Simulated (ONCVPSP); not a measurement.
# Configuration tests for potassium (ONCV)

potassium, optimised norm-conserving Vanderbilt (ONCV), made with ONCVPSP 4.0.1 (Wu-Cohen, scalar-relativistic). Core [Ne], reference 3s2 3p6 4s0.5 (charge +0.5). Waves: 3s+4s: rc 1.80 bohr, ncon 4, nbas 9, qcut 6.3 1/bohr, 2 projectors; 3p: rc 2.10 bohr, ncon 3, nbas 7, qcut 5.2 1/bohr, 1 projector; d scattering state at 0.37 Ha: rc 1.75 bohr, ncon 4, nbas 8, qcut 5.4 1/bohr, 2 projectors, debl 2.6 Ha. Local part: polynomial inside 1.45 bohr (lpopt 1, dvloc0 3 Ha). Core correction: Teter function, fcfact 4.25, rcfact 1.

In the d channel the program set the typed energies aside and used 0.050, 2.650 Ha.

Energies are relative to the spin-unpolarised reference configuration 3s2 3p6 4s0.5; without spin polarisation the order of configurations can differ from experiment.

```json
{"valence configuration": "3s2 3p6 4s0", "charge": "+1", "ΔE all-electron (eV)": "2.583", "error AE − PS (meV)": "-0.1"}
{"valence configuration": "3s2 3p6 4s0 4p1", "charge": "0", "ΔE all-electron (eV)": "-0.112", "error AE − PS (meV)": "-2.1"}
```

Problem. What are ΔE and the potential's error for 3s1 3p6 4s1?

Solution. ΔE = 40.361 eV all-electron; the error (AE − PS) is -81 meV.

Problem. What are ΔE and the potential's error for 3s2 3p6 4s1?

Solution. ΔE = -1.589 eV all-electron; the error (AE − PS) is 0.0 meV.

Levels in the configuration 3s2 3p6 4s1:

| level | all-electron (eV) | pseudo (eV) |
| --- | --- | --- |
| 3s | -35.334 | -35.332 |
| 3p | -18.859 | -18.860 |
| 4s | -2.268 | -2.268 |
